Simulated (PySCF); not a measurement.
Cl4H3HfN, SMILES [Cl][Hf]([Cl])([Cl])(<-[NH3])[Cl], multiplicity 1.

Coordinates come from a PBE0-D3(BJ)/def2-SVP optimisation. The multiplicity is an assumed one; other spin states were not compared. The def2 effective core potentials stand for the cores of Hf; spin–orbit coupling is left out.

Level of theory: PBE0-D3(BJ)/def2-SVP in PySCF 2.14.0.

Frequencies are harmonic and unscaled.

Modes within 1.5 cm⁻¹ of each other (mostly degenerate sets) share a row, with their intensities summed.

Computed harmonic wavenumbers and intensities:
```tsv
mode	ν (cm⁻¹)	IR (km/mol)	moving atoms (share of kinetic energy)
1–2	69	2.6	Cl 81 %, N 14 %
3	101	0.0	H 100 %
4–5	106	3.5	Cl 72 %, Hf 22 %
6	133	13.1	Cl 76 %, Hf 23 %
7–8	151	5.1	Cl 46 %, N 35 %, H 17 %
9	312	1.9	N 63 %, Cl 19 %, H 14 %
10	363	40.9	Cl 76 %, Hf 11 %, N 11 %
11–13	375	218.8	Cl 76 %, Hf 23 %
14–15	611	84.4	H 84 %, N 15 %
16	1247	173.5	H 84 %, N 16 %
17–18	1620	45.4	H 95 %
19	3490	32.8	H 98 %
20–21	3614	84.8	H 92 %, N 8 %
```
